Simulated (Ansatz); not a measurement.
`[OH][Zn][SH]` and `[OH][Zn][SiH3]` differ in one atom or group.

Ansatz, PBE0-D4/def2-TZVP geometries, multiplicity 1. Each molecule was computed in one conformer, which needn't be the lowest.

Scalar relativity is left out up to krypton.

```csv
property,`[OH][Zn][SH]`
size of the dipole moment (B3LYP/def2-TZVPP) / D,1.49
LUMO energy (PBE/def2-TZVPP) / eV,-1.87
LUMO energy (ωB97M-V/def2-TZVPP) / eV,0.60
HOMO–LUMO gap (B3LYP/def2-TZVPP) / eV,5.92
LUMO energy (B3LYP/def2-TZVPP) / eV,-1.34
"ideal-gas entropy at 298 K and 1 bar (rigid rotor, harmonic PBE0-D4/def2-TZVP) / J/(mol·K)",307
```

Question: Give the same properties after the change, and the shifts. (An estimate is asked.)

Answer: Ansatz gave: 
| property | `[OH][Zn][SiH3]` | shift |
| --- | --- | --- |
| size of the dipole moment (B3LYP/def2-TZVPP) / D | 1.47 | -0.02 |
| LUMO energy (PBE/def2-TZVPP) / eV | -1.57 | 0.30 |
| LUMO energy (ωB97M-V/def2-TZVPP) / eV | 0.65 | 0.05 |
| HOMO–LUMO gap (B3LYP/def2-TZVPP) / eV | 6.66 | 0.74 |
| LUMO energy (B3LYP/def2-TZVPP) / eV | -1.08 | 0.26 |
| ideal-gas entropy at 298 K and 1 bar (rigid rotor, harmonic PBE0-D4/def2-TZVP) / J/(mol·K) | 338 | 31 |

With PBE0 the HOMO falls by 0.43 eV and the LUMO rises by 0.17 eV, so the gap widens by about 0.60 eV. PBE moves the HOMO by -0.28 eV and ωB97M-V by -0.35 eV. The zero-point energy changes by 39.5 kJ/mol with +6 modes. Dipoles are sizes alone; their direction can turn. Modes under 60 cm⁻¹, often nearly free rotors, make the harmonic entropy too high.

B3LYP here is the variant with VWN-RPA as its local correlation; programs differ in this.
